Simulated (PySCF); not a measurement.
A PySCF script (with the pyscf-properties extension) for the NMR shieldings of `CC(=O)N(C)[SiH2]N[SiH3]`, C₃H₁₂N₂OSi₂, on a GFN2-xTB geometry:

```python
import basis_set_exchange as bse
import numpy as np
from pyscf import gto, dft
from pyscf.prop import nmr

atoms = """
C    -2.757028    1.035567   -0.223298
C    -1.369237    0.667521    0.224714
O    -0.684238    1.394849    0.935790
N    -0.833433   -0.495960   -0.159159
C    -1.525893   -1.456297   -0.971365
Si    0.783500   -0.657637    0.544354
N     1.841734    0.485939   -0.187935
Si    3.569523    0.510964   -0.056510
H    -3.012124    2.015172    0.170941
H    -2.806716    1.056124   -1.310340
H    -3.474388    0.301248    0.138500
H    -1.778059   -1.038622   -1.949682
H    -2.447183   -1.792921   -0.487802
H    -0.876619   -2.315069   -1.116743
H     0.658022   -0.661523    1.997749
H     1.203461   -1.972384    0.050705
H     1.424373    1.399259   -0.289087
H     4.026366   -0.836251   -0.390866
H     4.017925    1.507547   -1.031605
H     4.034864    0.863154    1.289210
"""
names = dict.fromkeys(["C", "O", "N", "Si", "H"], "pcSseg-1")
basis = {el: gto.basis.parse(bse.get_basis(n, elements=[el], fmt="nwchem")) for el, n in names.items()}
mol = gto.M(atom=atoms, basis=basis, charge=0, verbose=0)
mf = dft.RKS(mol, xc="PBE0")
mf.grids.level = 2
mf.grids.alignment = dft.numint.BLKSIZE   # the property module wants whole blocks of grid points
mf.conv_tol = 1e-9
mf.kernel()

calc = nmr.RKS(mf)   # GIAO
C = mf.mo_coeff
Co = C[:, mf.mo_occ > 0]
resp = mf.gen_response(singlet=True, hermi=2)
def vind(x):   # induced exchange potential for any number of trial vectors
    d = np.einsum("pi,xij,qj->xpq", C, 2 * x.reshape(-1, C.shape[1], Co.shape[1]), Co, optimize=True)
    return np.einsum("xpq,pi,qj->xij", resp(d - d.transpose(0, 2, 1)), C, Co, optimize=True).ravel()
mo1, _ = nmr.rhf.solve_mo1(calc, with_cphf=vind)
sigma = calc.kernel(mo1)
for i, s in enumerate(sigma):   # ppm
    print("%2d %-2s %9.2f" % (i, mol.atom_pure_symbol(i), np.trace(s) / 3))
```

Task: What does it print?

Result: 
```
 0 C     165.26
 1 C       3.92
 2 O    -105.51
 3 N     132.74
 4 C     153.64
 5 Si    383.53
 6 N     255.06
 7 Si    409.26
 8 H      29.56
 9 H      29.65
10 H      29.59
11 H      28.75
12 H      28.85
13 H      28.58
14 H      26.47
15 H      27.19
16 H      31.18
17 H      27.10
18 H      27.03
19 H      26.95
```

These numbers come from an equivalent density-fitted implementation of the same equations, which agrees with the script to about 0.01 ppm for H and up to a few tenths of a ppm for heavy atoms, so last digits may differ.

Task: Turn these shieldings into chemical shifts. δ = σ(ref) − σ, references computed at the same level: 13C (186.93 ppm), 29Si (349.16 ppm), 1H (31.72 ppm) vs TMS; 17O (336.08 ppm) vs H2O; 15N (267.73 ppm) against NH3.

Result: Averaging equivalent atoms: C 1: 183.0; C 4: 33.3; C 0: 21.7; O 2: 441.6; N 3: 135.0; N 6: 12.7; Si 5: -34.4; Si 7: -60.1; H 14/15: 4.89; H 17/18/19: 4.69; H 11/12/13: 2.99; H 8/9/10: 2.12; H 16: 0.54 ppm. Unscaled 17O shifts of doubly bonded oxygen tend to come out too high, by tens of ppm or more. Experimental scales use liquid or dissolved standards, which lie at an offset from isolated NH3 (liquid NH3: subtract about 20 ppm) and H2O (liquid H2O: subtract about 36 ppm).

Size and cost of the density-fitted run: 210 basis functions, 120 s wall time on 1 thread of an Intel Xeon, shared host; peak memory 1 GiB.
